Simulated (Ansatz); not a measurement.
Job for Ansatz (a first-principles code): R-CCSD(T)/def2-TZVPPD on CH4Cd (SMILES [CH3][CdH]), atoms moved off the minimum. Elements past Kr take the def2 small-core potentials; no spin–orbit coupling. Files ending in .json are basis or fitting sets from the Basis Set Exchange.

Ansatz 0.2 input:
```yaml
crystal:
  periodic: [false, false, false]
  atoms:
    - {symbol: Cd, position_ang: [-0.34568078, -0.09661248, 0.05752528]}
    - {symbol: H, position_ang: [-1.82555612, -0.86946573, -0.24125654]}
    - {symbol: C, position_ang: [1.43705651, 1.05453578, 0.07238479]}
    - {symbol: H, position_ang: [2.04645652, 0.62420118, 0.92756415]}
    - {symbol: H, position_ang: [1.35190099, 1.84898685, 0.42355613]}
    - {symbol: H, position_ang: [2.12479330, 0.40038864, -0.45642777]}
basis:
  gaussian:
    orbitals: def2-TZVPPD.json
magnetization: {spin_polarized: false}
correlation: {method: ccsd_t, electrons: outside_noble_gas}
scf: {lower_state_search: off}
output: {forces: true}
```

It printed:

```
WARN ansatz: RAYON_NUM_THREADS=1 ignored (pool sized by the plan → 1); use --threads N
Functional definition: HF
these checks for a lower state are left out or cut short: starts, cluster_reference, orbital_swaps, neighbouring_geometries, increment
integrals: 0.43 GiB planned
964 factors; integrals over basis functions are off by at most 9.8e-4 eV
mean field: 0.34 GiB planned
mean field evaluation 1: about -5628.3506 eV, gradient 3.3e1 eV
mean field evaluation 2: about -5628.3527 eV, gradient 3.3e1 eV
mean field evaluation 4: about -5631.1259 eV, gradient 2.9e0 eV
mean field evaluation 8: about -5631.1633 eV, gradient 3.9e-4 eV
mean field -5631.16328112 eV, -206.9414336417 hartree, gradient 2.1e-6 eV, S^2 0.000000; 0 other end points of the search recorded, 0 dependent functions left out
5 core orbitals not correlated
reference -5631.16328112 eV, -206.9414336417 hartree; 10, 10 occupied and 146, 146 virtual orbitals, 964 factors
densities: 1.26 GiB planned
second order -17.96025997 eV of doubles, -0.00000000 eV of singles
coupled cluster: 1.24 GiB planned
cycle   1  -17.13244696 eV  change    8.3e-1 eV  update   8.4e-2
cycle   2  -17.52789546 eV  change   -4.0e-1 eV  update   2.4e-2
cycle   3  -17.58356511 eV  change   -5.6e-2 eV  update   1.4e-2
cycle   4  -17.56196478 eV  change    2.2e-2 eV  update   3.9e-3
cycle   5  -17.56216128 eV  change   -2.0e-4 eV  update   1.6e-3
cycle   6  -17.56311852 eV  change   -9.6e-4 eV  update   3.9e-4
cycle   7  -17.56281201 eV  change    3.1e-4 eV  update   1.3e-4
cycle   8  -17.56277666 eV  change    3.5e-5 eV  update   4.1e-5
cycle   9  -17.56281707 eV  change   -4.0e-5 eV  update   1.6e-5
cycle  10  -17.56280594 eV  change    1.1e-5 eV  update   6.2e-6
perturbative correction -0.63913537 eV, -0.0234877917 hartree
the calculation of the forces begins
Total energy: -5649.36522244 eV, -207.6103426473 hartree
Atom 0 at    -0.345681    -0.096612     0.057525 Å, force    -0.405245     0.213235    -0.284469 eV/Å
Atom 1 at    -1.825556    -0.869466    -0.241257 Å, force     0.233656    -0.027716     0.195170 eV/Å
Atom 2 at     1.437057     1.054536     0.072385 Å, force     1.569726   -15.668632    -2.251969 eV/Å
Atom 3 at     2.046457     0.624201     0.927564 Å, force    -1.046684    -0.080154     0.822605 eV/Å
Atom 4 at     1.351901     1.848987     0.423556 Å, force    -0.672202    13.768219     3.602243 eV/Å
Atom 5 at     2.124793     0.400389    -0.456428 Å, force     0.320749     1.795048    -2.083581 eV/Å
Dipole moment:     0.147724    -0.030338     0.116287 e Å
Checks for a lower state left out: starts, cluster_reference, orbital_swaps, neighbouring_geometries, increment
```

The run converged.

Cost: around 5 core-minutes (rough).
